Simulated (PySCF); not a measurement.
Solvent effects on NMR parameters

Atoms are numbered as in `[CH:1]#[C:2][Si@@H:3]([O:4][SiH3:5])[SiH2:6][CH3:7]`. Hydrogens are named by the atom that carries them. Ha(Si6) is pro-R; Hb(Si6) is pro-S.

GIAO PBE0/pcSseg-1 in PySCF 2.14.0 with density-fitted response routines on one PBE0-D3(BJ)/def2-SVP conformer, non-relativistic, equivalent nuclei averaged. Solvents enter as an IEF-PCM continuum (chloroform with ε = 4.7, acetonitrile with ε = 35.7) around the gas-phase geometry. Shifts are referred to TMS computed in the same medium.

In chloroform, δ in ppm: C1 110.9, C2 88.6, C7 -11.7, Si3 -29.6, Si5 -36.4, Si6 -71.0, H(Si3) 5.38, H(Si5) 4.96, Ha(Si6) 3.78, Hb(Si6) 3.77, H(C1) 3.12, H(C7) 0.29. Dipole moment 1.81 D.

**Question.** How does each δ change in the more polar medium?

**Answer.** 
| atoms | environment | Δδ, acetonitrile |
| --- | --- | --- |
| C1 | terminal alkyne carbon | +1.3 |
| C2 | alkyne carbon | 0.0 |
| C7 | methyl carbon bonded to Si | +0.1 |
| Si3 | silicon bonded to C, O, Si, H | +0.2 |
| Si5 | silicon bonded to O, 3 H | +0.1 |
| Si6 | silicon bonded to C, Si, 2 H | +0.3 |
| H(Si3) | hydrogen on a silicon bonded to C, O, Si | -0.01 |
| H(Si5) | hydrogen on a silicon bonded to O | -0.01 |
| Ha(Si6) | hydrogen on a silicon bonded to C, Si | -0.02 |
| Hb(Si6) | hydrogen on a silicon bonded to C, Si | -0.03 |
| H(C1) | hydrogen on a terminal alkyne carbon | +0.14 |
| H(C7) | hydrogen on a methyl carbon bonded to Si | +0.02 |

Changes are relative to chloroform. The dipole moment becomes 1.91 D in acetonitrile.

**Question.** Which nuclei move most (in ppm), and what does the model miss?

**Answer.** C1 (terminal alkyne carbon, +1.3 ppm) in acetonitrile. A continuum only polarises the solute; specific hydrogen bonds, the anisotropy of aromatic solvents and changes of geometry or conformer are outside it.
